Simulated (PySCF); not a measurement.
**Ionisation energy of Pt⁶¹⁺ by level of theory**

Pt⁶¹⁺ [Ne] 3s2 3p5 (2P) → Pt⁶²⁺ [Ne] 3s2 3p4 (3P), as a difference of total energies. All numbers are calculated (PySCF 2.14, the non-relativistic Hamiltonian (point nucleus), in an uncontracted even-tempered set (16 s from 17 bohr⁻², ratio 2.5; 10 p from 22 bohr⁻², ratio 2.5; 4 d from 89 bohr⁻², ratio 2.7; 4 f from 130 bohr⁻², ratio 2.7)). Correlated levels: outer shells: 1s2 frozen; virtual orbitals above 40 to 60 times the deepest correlated orbital energy dropped. The calculations carry no spin-orbit coupling.

```
                method  ionisation energy (eV)
                   UHF                  6527.6
    MP2 (outer shells)                  6528.5
SCS-MP2 (outer shells)                  6528.4
   CCSD (outer shells)                  6528.4
CCSD(T) (outer shells)                  6528.4
```

Spin-orbit coupling is strong in these open shells (close to jj coupling). The scalar numbers leave it out and a first-order estimate fails, so it can dominate the gap to the real levels.

The gap to the reference is mostly relativistic.

For comparison: 6646 ± 12 eV (theoretical estimate listed by NIST; NIST Atomic Spectra Database, ionization energies).
